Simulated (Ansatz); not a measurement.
[SnH5]− (SMILES [H][Sn-]([H])([H])([H])[H]): methods side by side

The species is [SnH5]− (6 atoms), meant as a singlet with charge -1. SMILES: `[H][Sn-]([H])([H])([H])[H]`. Geometry: a GFN2-xTB relaxation, a rough one for these elements and not checked as a minimum.

```xyz
6

Sn    0.0004   -0.0014    0.0004
H    -0.0201   -0.0063    1.8858
H     0.0203    0.0107   -1.8880
H     1.7828    0.0108    0.0189
H    -0.9025    1.5360   -0.0034
H    -0.8810   -1.5498   -0.0136
```

Each level gives the energy change with the Sn1–H2 bond stretched from 1.885 to 3.771 Å (eV). The values are calculated.

| level | kind | program | value (eV) | less FCI/STO-3G |
| --- | --- | --- | --- | --- |
| SVWN5/STO-3G (restricted) | LDA | Ansatz | 3.93 | -0.73 |
| PBE/STO-3G (restricted) | GGA | Ansatz | 3.76 | -0.90 |
| r2SCAN/STO-3G (restricted) | meta-GGA | Ansatz | 4.04 | -0.62 |
| PBE0/STO-3G (restricted) | global hybrid | Ansatz | 4.35 | -0.31 |
| RPA@PBE/STO-3G (restricted) | RPA | Ansatz | 3.62 | -1.04 |
| MP2/STO-3G (restricted) | perturbation theory | Ansatz | 5.05 | +0.39 |
| BCCD(T)/STO-3G (restricted) | coupled cluster or CI | Ansatz | 4.67 | +0.01 |
| FCI/STO-3G | exact in the basis | Ansatz | 4.66 | 0.00 |

FCI/STO-3G is exact within its basis and frozen core, so for wave-function methods in that basis the difference is their error; functionals converge differently with the basis, so for them it is only a difference. All-electron rows without a relativistic Hamiltonian named are non-relativistic. Sets without diffuse functions describe the anion poorly. The first shape isn't each level's own minimum. The values span 3.62 to 5.05 eV. All rows use very small basis sets, so even the best lies far from the true value. In the correlated wave-function rows the outer d shell of Sn is correlated, in sets not made for it.
